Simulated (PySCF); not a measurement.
Radial density of Ho³⁺ (holmium, charge +3)

UHF, [Xe] 4f10, one real determinant. All numbers are calculated (PySCF 2.14, scalar relativity by spin-free X2C-1e, in ANO-RCC-VTZP (8s7p5d3f2g1h, 104 functions)).

```
r (bohr)  4πr²ρ (e/bohr)  4πr²(ρα − ρβ)
  0.0196           84.72         0.0028
  0.0330           82.74         0.0068
  0.0556           117.0         0.0095
  0.0935           99.20         0.0281
   0.157           103.5         0.3723
   0.264           67.59         2.1907
   0.445           56.04         5.3107
   0.748           30.70         4.2515
    1.26           11.31         1.1689
    2.12           2.197         0.0225
    3.56         0.03237        -0.0025
    10.1       2.937e-05         0.0000
```

Densities and radii are taken from the X2C orbitals without a picture-change correction, which distorts them close to the nucleus.

⟨L²⟩ = 34.03 against 42 for a pure I term, so this real determinant mixes terms. Spin-orbit coupling, absent here, splits the open shell strongly.

(1) Where is the radial spin density 4πr²(ρα − ρβ) most negative, and why is it negative at all?

Results:

(1) Around r = 3.56 bohr, down to -0.0025 e/bohr: exchange with the open shell polarises the paired shells in an unrestricted calculation.
